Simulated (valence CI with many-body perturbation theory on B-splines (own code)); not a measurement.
# Au⁴⁷⁺: electric-dipole lines

Computed by configuration interaction combined with many-body perturbation theory (CI+MBPT): four valence electrons over a frozen Dirac-Fock core [Ar] 3d10, radial functions for each j: 11 s, 11 p, 10 d, 8 f, 5 g, 2 h, with the one-electron correlation potential Σ1, the two-electron term Σ2, the three-electron term Σ3, Breit, model QED; selected CI, second order for the rest, scaled by the run's own slope (own B-spline code, finite nucleus).

The last digits are not significant, and no measured levels were compared; by estimate large intervals hold to a few tenths of a per cent, small ones and those within an open d or f shell to about a per cent. Among the levels kept, up to 400 cm⁻¹ of a level comes from second order outside the variational space, and about a tenth of that is noise between levels of different J, which matters for small intervals.

Lines 51 to 100 of 563 in falling wavelength, among levels below 807.30 eV, chosen from the strongest by gf and those to the six lowest levels. Wavelengths and rates use the calculated energies. Electric multipoles are in the length gauge, E1 and E2 with the static RPA response of the core. Weak lines are less certain than strong ones. Lines between different terms over intervals too small for the method are left out, as are lines whose strength nearly cancels. Where a level lies close to another of its J and parity, the split of strength between their lines is uncertain. The highest levels of a list are the least certain.

Levels are named by their leading jj configuration (3d3/2^4 stands for four electrons in 3d with j = 3/2), which in mixed levels can hold well under half, so a name can repeat and another be missing. Letters in brackets count levels of one name in rising energy.

```
λ vac (Å)                           Upper                           Lower   A (s⁻¹)  log gf  Branch %
    104.1  (4s 4p1/2 4p3/2 4d5/2) J=4 [b]          (4s^2 4p3/2 4d5/2) J=4  1.22e+10   -0.75       3.4
    104.0  (4s 4p1/2 4p3/2 4f7/2) J=4 [d]          (4s^2 4p3/2 4f7/2) J=5  2.39e+10   -0.46       2.0
    103.8      (4s 4p1/2 4d5/2^2) J=3 [b]              (4s^2 4d5/2^2) J=4  1.92e+10   -0.66       1.6
    103.7       (4p1/2^2 4p3/2 4d5/2) J=3  (4s 4p1/2 4p3/2 4d5/2) J=4 [c]  2.84e+10   -0.49       2.6
    102.8          (4s 4p1/2^2 4p3/2) J=1          (4s^2 4p1/2 4p3/2) J=2  4.48e+10   -0.67       7.4
    102.2      (4s 4p1/2 4p3/2^2) J=1 [a]              (4s^2 4p3/2^2) J=2  1.34e+10   -1.20       1.8
    101.5  (4s 4p1/2 4p3/2 4f7/2) J=3 [d]          (4s^2 4p3/2 4f7/2) J=4  2.08e+10   -0.65       1.9
    100.9             (4p1/2 4p3/2^3) J=2                (4s 4p3/2^3) J=2  2.89e+10   -0.66       1.6
    100.8             (4p1/2 4p3/2^3) J=1                (4s 4p3/2^3) J=2  4.55e+10   -0.68       1.9
    100.8       (4p1/2^2 4p3/2 4d5/2) J=2  (4s 4p1/2 4p3/2 4d5/2) J=3 [a]  4.40e+10   -0.47       5.7
    100.3      (4s 4p1/2 4p3/2^2) J=2 [b]              (4s^2 4p3/2^2) J=2  2.68e+10   -0.69       2.4
    98.95      (4s 4p1/2 4p3/2^2) J=1 [b]              (4s^2 4p3/2^2) J=2  2.12e+10   -1.03       1.5
    98.91          (4s 4p1/2^2 4p3/2) J=1          (4s^2 4p1/2 4p3/2) J=1  1.20e+10   -1.28       2.0
    98.87           (4p1/2^2 4p3/2^2) J=2          (4s 4p1/2 4p3/2^2) J=3  6.33e+10   -0.33       6.4
    98.69  (4s 4p1/2 4p3/2 4d5/2) J=3 [c]          (4s^2 4p3/2 4d5/2) J=4  2.53e+10   -0.59       1.9
    98.23       (4p1/2^2 4p3/2 4d5/2) J=4      (4s 4p1/2 4p3/2 4d5/2) J=5  6.45e+10   -0.08      11.1
    97.99       (4p1/2^2 4p3/2 4d3/2) J=2  (4s 4p1/2 4p3/2 4d3/2) J=3 [a]  2.95e+10   -0.67       6.2
    97.66       (4p1/2^2 4p3/2 4d5/2) J=3  (4s 4p1/2 4p3/2 4d5/2) J=4 [b]  2.96e+10   -0.53       2.7
    96.93       (4p1/2^2 4p3/2 4d3/2) J=3      (4s 4p1/2 4p3/2 4d3/2) J=4  6.19e+10   -0.21       6.9
    96.91  (4s 4p1/2 4p3/2 4d3/2) J=2 [d]          (4s^2 4p3/2 4d3/2) J=3  3.19e+10   -0.65       1.1
    90.38       (4p1/2^2 4p3/2 4d5/2) J=4  (4s 4p1/2 4p3/2 4d5/2) J=4 [a]  2.70e+10   -0.53       4.6
    79.46          (4s 4p1/2^2 4d3/2) J=1          (4s 4p1/2^2 4p3/2) J=1  2.77e+10   -1.10      40.0
    77.51          (4s 4p1/2^2 4d3/2) J=2          (4s 4p1/2^2 4p3/2) J=1  1.48e+09   -2.18       2.2
    74.84  (4s 4p1/2 4d3/2 4d5/2) J=4 [b]  (4s 4p1/2 4p3/2 4d5/2) J=4 [b]  2.54e+10   -0.72       8.2
    74.63          (4s^2 4p1/2 4d3/2) J=2          (4s^2 4p1/2 4p3/2) J=2  1.77e+10   -1.13      92.9
    72.57          (4s^2 4p1/2 4d3/2) J=2          (4s^2 4p1/2 4p3/2) J=1  1.36e+09   -2.27       7.1
    72.01          (4s 4p1/2^2 4d3/2) J=1          (4s 4p1/2^2 4p3/2) J=2  8.63e+09   -1.70      12.5
    70.41          (4s 4p1/2^2 4d3/2) J=2          (4s 4p1/2^2 4p3/2) J=2  3.39e+10   -0.90      50.0
    69.54      (4s 4p1/2 4d3/2 4d5/2) J=5      (4s 4p1/2 4p3/2 4d5/2) J=5  3.53e+10   -0.55      23.2
    68.84          (4s^2 4p3/2 4d3/2) J=2              (4s^2 4p3/2^2) J=2  3.55e+09   -1.90       0.2
    68.15          (4s^2 4p3/2 4d3/2) J=1              (4s^2 4p3/2^2) J=2  1.12e+10   -1.63       0.6
    67.95          (4s^2 4p3/2 4d3/2) J=3              (4s^2 4p3/2^2) J=2  3.27e+08   -2.80       0.0
    66.47          (4s^2 4p1/2 4d3/2) J=1          (4s^2 4p1/2 4p3/2) J=2  1.66e+08   -3.48       0.0
    65.86  (4s 4p1/2 4d3/2 4d5/2) J=4 [b]  (4s 4p1/2 4p3/2 4d3/2) J=3 [c]  3.47e+10   -0.69      11.2
    64.90  (4s 4p1/2 4p3/2 4f7/2) J=4 [b]  (4s 4p1/2 4p3/2 4d5/2) J=4 [b]  3.64e+10   -0.68       5.1
    64.83          (4s^2 4p1/2 4d3/2) J=1          (4s^2 4p1/2 4p3/2) J=1  1.23e+10   -1.63       0.5
    64.28  (4s 4p1/2 4p3/2 4d5/2) J=2 [b]      (4s 4p1/2 4p3/2^2) J=2 [b]  6.09e+10   -0.72       8.8
    63.83          (4s 4p1/2^2 4f7/2) J=3          (4s 4p1/2^2 4d5/2) J=2  1.53e+11   -0.18      55.0
    63.67  (4s 4p1/2 4p3/2 4f7/2) J=4 [c]  (4s 4p1/2 4p3/2 4d5/2) J=4 [c]  5.77e+10   -0.50       8.2
    63.58  (4s 4p1/2 4p3/2 4f7/2) J=3 [d]  (4s 4p1/2 4p3/2 4d5/2) J=3 [c]  4.12e+10   -0.76       3.8
    63.28          (4s^2 4p1/2 4f7/2) J=4          (4s^2 4p1/2 4d5/2) J=3  1.06e+11   -0.24      97.7
    63.12          (4s^2 4p1/2 4f7/2) J=3          (4s^2 4p1/2 4d5/2) J=2  7.31e+10   -0.51      38.9
    62.75  (4s 4p1/2 4p3/2 4f7/2) J=5 [c]  (4s 4p1/2 4p3/2 4d5/2) J=4 [c]  2.88e+10   -0.73       3.9
    62.48          (4s^2 4p3/2 4f7/2) J=4          (4s^2 4p3/2 4d5/2) J=4  4.43e+10   -0.63      15.2
    62.28  (4s 4p1/2 4p3/2 4f7/2) J=3 [b]  (4s 4p1/2 4p3/2 4d5/2) J=2 [a]  8.57e+10   -0.46       8.8
    62.15  (4s 4p1/2 4p3/2 4f7/2) J=4 [d]  (4s 4p1/2 4p3/2 4d5/2) J=3 [c]  5.66e+10   -0.53       4.8
    62.13       (4p1/2^2 4p3/2 4d5/2) J=2           (4p1/2^2 4p3/2^2) J=2  1.39e+11   -0.40      18.1
    62.12      (4s 4p3/2^2 4d5/2) J=1 [a]                (4s 4p3/2^3) J=2  1.38e+11   -0.62      11.8
    61.88          (4s 4p1/2^2 4f7/2) J=4          (4s 4p1/2^2 4d5/2) J=3  1.78e+11   -0.04      80.2
    61.88          (4s 4p1/2^2 4d5/2) J=2          (4s 4p1/2^2 4p3/2) J=1  2.05e+11   -0.23      61.9
```
